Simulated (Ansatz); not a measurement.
Abstraction of H: B(CH3)2F + C2H7BN → B(CH2)(CH3)F + C2H8BN

Species: B(CH3)2F, singlet; C2H7BN `B[N]CC`, doublet; B(CH2)(CH3)F, doublet; C2H8BN `BNCC`, singlet. A radical takes H: the energy is the difference in strength between the C–H bond broken and the N–H bond made.

Shapes, held fixed at every level: PBE0-D4/def2-TZVP. Flexible molecules stand in one conformer, not always the lowest. Programs: Ansatz 0.2.0. The zero-point and thermal change to 298 K, harmonic and unscaled (PBE0-D4/def2-TZVP), is +7.5 kJ/mol.

```
               level                   kind  ΔH(298 K) (kJ/mol)  less CCSD(T)/CBS estimate
        MP2/def2-SVP    perturbation theory               -56.0                      -12.1
         HF/def2-SVP           Hartree–Fock               -43.8                       +0.1
       HF/def2-TZVPP           Hartree–Fock               -46.7                       -2.8
    SPW92/def2-TZVPP                    LDA                -6.6                      +37.3
 BHLYP-D4/def2-TZVPP          global hybrid               -37.6                       +6.3
       CCSD/def2-SVP  coupled cluster or CI               -41.0                       +2.9
  CCSD(T)/def2-TZVPP  coupled cluster or CI               -42.6                       +1.3
CCSD(T)/CBS estimate  coupled cluster or CI               -43.9                        0.0
```

The highest level, CCSD(T)/CBS estimate, gives ΔH(298 K) = -43.9 kJ/mol; the levels span -56.0 to -6.6. The column of differences is taken from that level and isn't an error. No measured value is set beside it here. Spin contamination: C2H7BN (⟨S²⟩ up to 0.78). Open shells run unrestricted. The CBS estimate extrapolates MP2 from def2-TZVPP and def2-QZVPP and adds CCSD(T) − MP2 in the triple-zeta set, cores frozen.
